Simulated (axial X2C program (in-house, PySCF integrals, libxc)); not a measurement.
**VBr along the bond: HF, 2c**

Computed with an in-house all-electron X2C program for linear molecules (integrals from PySCF). Two-component (2c) means X2C with spin–orbit coupling and atomic mean-field two-electron Coulomb and Gaunt terms. Basis: Br dyall-cv3z [8s9p6d4f1g], V dyall-cv3z [10s10p6d4f2g] (cores contracted in-house); Gaussian nuclei, density fitting, unrestricted open shells. Masses: Br 78.918 u, V 50.944 u.

State: Ω = 1 (⟨Sz⟩ = 2.00, ⟨Lz⟩ = -1.00 at HF). Dipoles are positive if V is the positive end.

Results along the bond:

```
R (Å)  μ (D)  HOMO (eV)  LUMO (eV)
2.049  2.867      -7.12       0.28
2.143  2.906      -7.15       0.23
2.214  3.046      -7.21       0.19
2.284  3.254      -7.28       0.14
2.355  3.512      -7.36       0.09
2.437  3.859      -7.46       0.02
2.520  4.245      -7.56      -0.05
2.626  4.785      -7.70      -0.15
2.755  5.494      -7.86      -0.28
```

The state is one determinant whose occupation by symmetry is held fixed; it was picked as the lowest of a PBE0 search that is not exhaustive. PBE0 can misorder states that lie within some tenths of an eV, so this need not be the ground state of the molecule. The nearest other 2c determinant of the search, Ω = 3, lies 0.04 eV up at the distance of the search. With several unpaired electrons one determinant need not be a pure state. Open-shell Ω = 0 determinants with evenly filled partner blocks cannot be reached by this program, so the Ω shown need not be the lowest component.
